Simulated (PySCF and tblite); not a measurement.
Results of a calculation; reference values are marked as such.
Conformer ensemble of C₃H₆BrF, numbered as in [F:1][CH2:2][CH2:3][CH2:4][Br:5]

Geometries PBE0-D3(BJ)/def2-SVP; weights from PBE0-D3(BJ)/def2-TZVP energies and GFN2-xTB thermal corrections, with symmetry numbers and mirror pairs. Conformers within 3 kcal/mol (GFN2-xTB free energy) were kept, 8 at most. GIAO shieldings: B97-2/pcSseg-2. Shifts are against TMS (¹H), TMS (¹³C), CFCl3 (¹⁹F) at the same level. (PySCF 2.14, tblite 0.8.)

Torsions listed: F1–C2–C3–C4, C2–C3–C4–Br5. Of a mirror pair one member is shown.

| conformer | shape | symmetry | E(GFN2) kcal/mol | E(DFT) kcal/mol | G(298.15 K) kcal/mol | weight % | dipole D |
| --- | --- | --- | --- | --- | --- | --- | --- |
| 1 | -60°, -67° | C1 (pair) | 0.00 | 0.00 | 0.00 | 62.0 | 2.17 |
| 2 | 60°, -179° | C1 (pair) | 0.15 | 0.78 | 0.59 | 22.7 | 2.10 |
| 3 | 176°, 64° | C1 (pair) | 0.40 | 1.10 | 0.93 | 12.8 | 1.91 |
| 4 | 180°, 180° | Cs | 1.24 | 1.89 | 1.93 | 2.4 | 1.79 |

Weights (%) against temperature:

```
 T (K)     1     2     3    4  S(mix) cal/mol/K
   150  87.9   8.8   3.1  0.2              2.26
   200  77.8  14.9   6.6  0.6              2.74
   250  68.9  19.6  10.1  1.5              3.08
298.15  62.0  22.7  12.8  2.4              3.30
   400  52.0  26.6  17.0  4.5              3.56
```

Averaged shifts at 298.15 K. ¹H: 4.54 (H2, 2H), 3.55 (H4, 2H), 1.96 (H3, 2H) ppm. ¹³C: 82.9 (C2), 41.4 (C4), 38.4 (C3) ppm. ¹⁹F: -244.1 (F1) ppm.

Coordinates of conformer 1 (Å):

```xyz
11

F    -1.573    0.075    1.241
C    -1.111    0.654    0.081
C    -0.120   -0.269   -0.589
C     1.093   -0.582    0.260
Br    2.229    0.979    0.538
H    -1.970    0.849   -0.582
H    -0.636    1.617    0.339
H    -0.626   -1.225   -0.810
H     0.187    0.165   -1.554
H     0.798   -0.924    1.260
H     1.736   -1.338   -0.209
```

Coordinates of conformer 2 (Å):

```xyz
11

F    -1.476    1.407   -0.020
C    -1.339    0.045    0.105
C     0.000   -0.401   -0.438
C     1.152    0.244    0.303
Br    2.871   -0.293   -0.423
H    -1.442   -0.214    1.174
H    -2.160   -0.442   -0.449
H     0.066   -1.498   -0.363
H     0.060   -0.148   -1.509
H     1.108    1.338    0.229
H     1.166   -0.037    1.365
```

Spin–orbit effects of the heavy atoms on shieldings are missing. At a carbon that bears Br the missing effect is some 10 ppm, beside I tens of ppm. Unscaled ¹⁹F shifts at such levels can be off by tens of ppm; differences between conformers or isomers are more reliable. Shifts are unscaled: against experiment ¹³C can be off by 15 ppm or more and ¹H by 0.8 ppm.

Search and properties took 3 min on 1 thread of Arm Neoverse V1, shared host (rough), launched as `OMP_NUM_THREADS=1 python ens_run.py task.json out`.
